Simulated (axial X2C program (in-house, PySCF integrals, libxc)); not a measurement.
Low determinants of PdH⁺ at the PBE0 level, 2c

Calculated with an axial X2C code built on PySCF integrals. Two-component (2c) means X2C with spin–orbit coupling and atomic mean-field two-electron Coulomb and Gaunt terms. Basis: Pd dyall-cv3z [12s12p8d5f3g], H dyall-v3z [6s2p1d] (cores contracted in-house); Gaussian nuclei, density fitting, unrestricted open shells. Masses: Pd 105.903 u, H 1.008 u.

Search at 1.461 Å (vertical energies from the lowest determinant):

| ΔE (eV) | state | electrons beyond evenly filled partner blocks | electrons in ±ω = 1/2, 3/2, 5/2, 7/2 |
| --- | --- | --- | --- |
| 0.00 | Ω = 0 | none | 28 14 4 0 |
| 1.04 | Ω = 3 | ω = 1/2, ω = 5/2 | 29 14 3 0 |
| 1.35 | Ω = 1 | ω = -1/2, ω = 3/2 | 29 13 4 0 |
| 1.43 | Ω = 2 | ω = -1/2, ω = 5/2 | 29 14 3 0 |
| 1.51 | Ω = 2 | ω = 1/2, ω = 3/2 | 29 13 4 0 |
| 1.92 | Ω = 1 | 2 × ω = 1/2 | 28 14 4 0 |
| 4.04 | Ω = 4 | ω = 3/2, ω = 5/2 | 30 13 3 0 |

Lowest determinant, Ω = 0 (closed shell): Re = 1.460 Å, ωe = 2351.2 cm⁻¹.

The determinant in row 2 of the search, Ω = 3 (⟨Sz⟩ = 1.00, ⟨Lz⟩ = 2.00 at PBE0), was followed along the bond at PBE0; measured from the minimum of the lowest determinant it gives:

Te = 0.931 eV (7508 cm⁻¹), Re = 1.582 Å, ωe = 1773.3 cm⁻¹.

(1) Compare the bond of the determinant in row 2 with that of the lowest one.

The search compares states at one distance, so a state with another bond length can lie lower; it is not exhaustive and yields mostly the lowest determinant of each block pattern, so other components and higher states of one pattern are missing. These are energies of single determinants, not of spin-adapted states; PBE0 term energies can be off by some tenths of an eV, and the functional has no current term. Open-shell Ω = 0 determinants with evenly filled partner blocks cannot be reached by this program, so the Ω shown need not be the lowest component.

Results:

(1) At PBE0 its Re is 0.122 Å longer and its force constant, which goes as ωe², is 0.57 times that of the lowest determinant. T0 ≈ Te + Δωe/2 = 7508 + (-289) = 7219 cm⁻¹.
